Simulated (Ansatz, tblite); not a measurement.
Cost and result up the ladder for GaGe₉H₁₈⁻, a doped cluster cut from the lattice of germanium (Ga on a surface site) (28 atoms). The state is a singlet with charge -1. Geometry: PBE-D4/def2-SVP.

```xyz
28

Ge   -0.9246   -2.6542   -1.2024
Ge    2.2297   -3.3905    1.2332
Ge   -2.0500    1.0309   -2.0196
Ge   -0.0930    4.2164   -0.4555
Ga    1.3259    0.4715    0.3009
Ge   -0.9366   -0.3589   -0.3276
Ge    2.1069   -1.0815    2.0672
Ge    0.0416   -4.1774    0.4600
Ge    0.9373    2.7405    1.2186
Ge   -2.2531    3.3369   -1.2081
H    -2.3230   -3.2129   -1.6392
H    -0.0246   -2.7454   -2.4772
H     2.7828   -4.4411    2.2591
H     3.1874   -3.4917   -0.0006
H    -3.4672    0.5324   -2.4690
H    -1.1952    1.0842   -3.3276
H    -0.3133    5.6988    0.0087
H     0.8016    4.3256   -1.7351
H     2.2862    0.4816   -0.9717
H    -1.9925   -0.4239    0.8328
H     1.1735   -1.2104    3.3218
H     3.5291   -0.8339    2.6928
H    -0.9291   -4.2569    1.6830
H     0.1304   -5.6422   -0.0922
H    -0.0644    2.8234    2.4242
H     2.1837    3.5576    1.7207
H    -3.2525    3.3525   -0.0056
H    -2.8972    4.2687   -2.2917
```

Ansatz on 2 threads of AMD EPYC 7R13 on a shared host and a share (18 GiB) of an NVIDIA H100 80GB HBM3; xTB runs through tblite on one thread. Times are rough, summed over both states, and most runs start from the orbitals of an earlier one. PBE0-D4/def2-TZVP serves as the yardstick here, not as an exact answer. The other state is a triplet.

The xTB rows come from tblite. Single mean-field runs in def2-TZVP are fitted with def2-universal-jkfit. HOMO above LUMO, or a gap near zero within one spin, warns that the state may not be the lowest or that an electron is smeared out.

xTB has no spin-polarisation term.

```tsv
level	functions	wall time	vertical triplet (eV)	difference from PBE0-D4/def2-TZVP (eV)	remarks
GFN2-xTB	108	0.2 s	3.99	-0.48	–
GFN1-xTB	126	0.2 s	3.59	-0.88	–
PBE-D4/def2-TZVP	588	20 s	3.98	-0.48	HOMO above zero (triplet), gap within one spin near zero (triplet)
PBE0-D4/def2-TZVP	588	34 s	4.47	0.00	HOMO above zero (triplet)
```
